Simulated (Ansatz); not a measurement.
A nudged elastic band was laid between two geometries of AlFH$_{5}$NO (9 atoms, charge 0, multiplicity 1).

Computed with Ansatz 0.2.0, RHF/6-31G*.

```
movable images  : 9
climbing image  : yes
spring          : 5.0 eV/Å²
optimiser       : quadratic models (default)
start path      : through a guess of the saddle point
force threshold : 0.05 eV/Å
iteration limit : 60
end points      : relaxed
```

Initial state:

```xyz
9
Properties=species:S:1:pos:R:3
Al 0.028 0.161 0.373
N 0.068 -0.237 2.134
H -0.714 -0.643 2.608
H 0.907 -0.546 2.581
H 1.350 0.071 -0.491
F -1.429 -0.089 -0.393
O -0.347 2.133 0.602
H -1.176 2.370 0.195
H -0.425 2.257 1.545
```

Final state:

```xyz
9
Properties=species:S:1:pos:R:3
Al -0.169 0.500 0.150
N -0.017 0.155 2.162
H -0.711 -0.512 2.451
H 0.882 -0.171 2.467
H 1.232 0.090 -0.481
F -1.423 -0.538 -0.189
O -0.574 2.163 0.347
H -0.747 2.757 -0.365
H -0.212 1.033 2.613
```

Which bonds break or form, and what moves?

Bonds broken: O7–H9. Bonds formed: N2–H9.

What energy profile does the band end with?

The forces met the threshold. The highest image is number 4 of 0 to 10, 0.47 eV above the first end and 1.50 eV above the last; the last end lies 1.03 eV below the first. A vibrational analysis at the climbing image gives one clearly imaginary mode, 1578i cm⁻¹: a first-order saddle point. The orbitals stay closed-shell, which can raise the energy where a bond breaks towards radicals; this wasn't checked here.

```tsv
image	path coordinate (Å)	energy (eV)	O7–H9 (Å)	N2–H9 (Å)
0	0.00	0.00	0.95	2.61
1	0.32	0.01	0.96	2.32
2	0.64	0.07	0.97	2.04
3	0.96	0.21	1.00	1.74
4	1.28	0.47	1.16	1.38
5	1.61	-0.23	1.54	1.09
6	1.95	-0.75	1.94	1.01
7	2.29	-0.93	2.27	1.01
8	2.63	-1.00	2.52	1.01
9	2.97	-1.02	2.56	1.01
10	3.30	-1.03	2.56	1.01
```

What is the geometry of the highest image?


```xyz
9
Properties=species:S:1:pos:R:3:forces:R:3
Al -0.001 0.246 0.148 0.00 0.00 0.00
N -0.032 0.089 2.063 -0.01 0.00 0.00
H -0.778 -0.422 2.499 0.00 0.00 0.00
H 0.809 -0.082 2.582 0.00 0.00 0.00
H 1.358 0.013 -0.612 0.00 0.00 0.00
F -1.412 -0.295 -0.521 0.00 0.00 0.00
O -0.300 2.018 0.737 0.00 0.00 0.00
H -1.090 2.509 0.545 0.00 0.00 0.00
H -0.293 1.400 1.716 0.00 0.00 0.00
```

What are the harmonic wavenumbers there?

1578i, 200, 221, 395, 510, 538, 573, 676, 687, 759, 784, 830, 855, 917, 1637, 1745, 2038, 2065, 3748, 3833, 4119 cm⁻¹.

Run time: 110 s on 1 thread of Arm Neoverse V2, with other jobs on the host, peak memory 0.15 GiB.
